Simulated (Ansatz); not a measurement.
The cluster Cs2Br2, relaxed as a singlet with RKS PBE-D4/def2-SVP in Ansatz, starting from the GFN1-xTB geometry. Force threshold 0.02 eV/Å.

In the def2 sets Cs takes a core potential; there is no spin–orbit coupling. The structure comes from a short search, and lower isomers may exist.

Start:

| atom | x (Å) | y (Å) | z (Å) |
| --- | --- | --- | --- |
| Cs1 | 0.369 | 0.494 | -1.989 |
| Cs2 | -0.365 | -0.315 | 2.024 |
| Br3 | -2.412 | 0.039 | -0.428 |
| Br4 | 2.408 | -0.218 | 0.393 |

```
step   energy (eV)  largest force component (eV/Å)  SCF passes
   1  -141157.8376                           0.718          12
   2  -141158.0129                           0.175          16
   3  -141158.0319                           0.019          16
```

Force components are those of the run's own axes.

End:

Cartesian coordinates in Å:
```
Cs 0.420 0.527 -2.288
Cs -0.418 -0.401 2.313
Br -2.323 0.062 -0.410
Br 2.321 -0.187 0.384
```

By distances, no bond broke or formed. The bond that changes most is Cs2–Br3, from 3.21 to 3.36 Å (atoms count from 1). The end is the same structure that another start reached, the lowest one found.

No frequencies were taken in this run, so the end may be a saddle point.

It took 5.5 s on 4 threads of Arm Neoverse N1 on a shared host.
